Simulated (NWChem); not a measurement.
Species: MgHOCl; SMILES [Mg]([Cl])[OH]

```xyz
4

Mg     0.1067     0.4183     0.0022
Cl    -0.2190    -1.7341    -0.0067
O      0.3198     2.1561     0.0132
H      0.6536     3.0419     0.0287
```
Atoms are numbered in this order, from 1.

All runs: NWChem. The geometry was optimised at PBE0-D3(BJ)/def2-TZVP. Ions are spin-unrestricted doublets at the neutral geometry; other ion states weren't tried. Functional: LC-ωPBE (HJS hole) with def2-SVP; rows give the range parameter ω in 1/bohr.

```
range parameter (1/bohr)  vertical ionisation energy, ΔSCF (eV)  −ε(HOMO) (eV)  ΔSCF minus −ε(HOMO) (eV)
------------------------  -------------------------------------  -------------  ------------------------
0.15                                                      10.44           8.69                      1.75
0.20                                                      10.67           9.31                      1.36
0.25                                                      10.90           9.87                      1.03
0.35                                                      11.28          10.78                      0.50
0.40                                                      11.39          11.15                      0.24
```
